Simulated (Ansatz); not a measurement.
Reaction: BH2S (SMILES B[S], doublet) → BH2S (SMILES [BH]S, doublet)
Each species at its own B3LYP-D3(BJ)/def2-TZVP minimum (Ansatz, an electronic-structure program).

Total energies in hartree (Ansatz). Radicals and triplets start from unrestricted determinants; spin-orbit coupling is neglected. Correlated methods leave the cores frozen. No relativity.

| species | HF/cc-pV(T+d)Z | CCSD(T)/cc-pV(T+d)Z | HF/cc-pV(Q+d)Z | CCSD(T)/cc-pV(Q+d)Z | CCSDT(Q)/cc-pV(T+d)Z |
|---|---|---|---|---|---|
| 1: BH2S (SMILES B[S], doublet) | -423.39912 | -423.69611 | -423.40412 | -423.71909 | -423.69816 |
| 2: BH2S (SMILES [BH]S, doublet) | -423.36224 | -423.66146 | -423.36730 | -423.68550 | -423.66331 |

Question: Work out the isomerisation energy (electronic) in kcal/mol: take Hartree-Fock from cc-pV(Q+d)Z, extrapolate the CCSD(T) correlation energy as X^-3 (X = 3, 4), and add CCSDT(Q) - CCSD(T) in cc-pV(T+d)Z. 1 hartree = 627.51 kcal/mol.

Answer: 
Species 1: correlation (64·(-0.31497) - 27·(-0.29699))/37 = -0.32809; step -0.00205; E1 = -423.40412 + (-0.32809) + (-0.00205) = -423.73426
Species 2: correlation (64·(-0.31820) - 27·(-0.29922))/37 = -0.33205; step -0.00185; E2 = -423.36730 + (-0.33205) + (-0.00185) = -423.70120
-1·E1 +1·E2 = 0.03306 hartree = 20.7 kcal/mol.
